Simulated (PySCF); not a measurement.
ethylenediamine (C₂H₈N₂), SMILES NCCN. Geometry: r2SCAN-D4/def2-SVP. One conformer was computed; it need not be the lowest.

Give the equilibrium geometry at r2SCAN-D4/def2-SVP (PySCF confirms it by a frequency run) as bond lengths and angles, and its point group. (The exact figures need the calculation; the answer reports its results.)

One answer among several that fit: point group C2.
Atoms: N1 C2 C3 N4 H5 H6 H7 H8 H9 H10 H11 H12. Bonded distances (Å): N1–C2 1.455, N1–H5 1.019, N1–H6 1.021, C2–C3 1.523, C2–H7 1.117, C2–H8 1.103, C3–N4 1.455, C3–H9 1.103, C3–H10 1.117, N4–H11 1.019, N4–H12 1.021. Angles (°): C2–N1–H5 110.2, C2–N1–H6 109.8, H5–N1–H6 105.6, N1–C2–C3 110.6, N1–C2–H7 114.7, N1–C2–H8 109.1, C3–C2–H7 108.3, C3–C2–H8 108.0, H7–C2–H8 105.9, C2–C3–N4 110.6, C2–C3–H9 108.0, C2–C3–H10 108.3, N4–C3–H9 109.1, N4–C3–H10 114.7, H9–C3–H10 105.9, C3–N4–H11 110.2, C3–N4–H12 109.8, H11–N4–H12 105.6.
